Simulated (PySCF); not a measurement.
Si(OSiH3)(H)(F)(Me) (CH7FOSi2), SMILES C[SiH](F)O[SiH3]. Atoms are numbered in the order given.

```xyz
12

Si    -0.7188    -0.7998     0.0417
C     -2.1040     0.2574     0.6717
F     -0.8186    -0.8494    -1.5804
O      0.7445    -0.1621     0.4404
Si     1.8270     1.0726     0.1963
H     -0.7584    -2.1989     0.5317
H     -2.0366     1.2735     0.2526
H     -3.0803    -0.1652     0.3888
H     -2.0673     0.3348     1.7693
H      1.1008     2.3627    -0.0129
H      2.6884     1.1830     1.4067
H      2.6737     0.7882    -0.9978
```
Charge 0, spin multiplicity 1.

The structure is a stationary point at PBE0-D3(BJ)/def2-SVP. The values are those of a single conformer.

Method: B3LYP/pcSseg-1 (PySCF).

GIAO shieldings, no solvent; atoms alike by connectivity are averaged. δ = σ(ref) − σ: ²⁹Si against TMS (σ = 338.7 ppm); ¹³C against TMS (σ = 181.3 ppm); ¹⁹F against CFCl3 (σ = 161.7 ppm); ¹⁷O against H2O (σ = 333.8 ppm); ¹H against TMS (σ = 31.68 ppm), references at their B3LYP-D3(BJ)/def2-TZVP geometries, non-relativistic.

```tsv
atoms	nucleus	count	δ (ppm)
Si1	²⁹Si	1	…
Si5	²⁹Si	1	…
C2	¹³C	1	…
F3	¹⁹F	1	-162.0
O4	¹⁷O	1	…
H10, H11, H12	¹H	3	5.25
H6	¹H	1	5.13
H7, H8, H9	¹H	3	0.54
```

Problem. What belongs in the gaps? (An estimate is asked for; the answer gives what the named calculation found.)

Solution. 
- C2, δ (ppm): 1.2
- Si5, δ (ppm): -45.5
- Si1, δ (ppm): -14.6
- O4, δ (ppm): 52.7
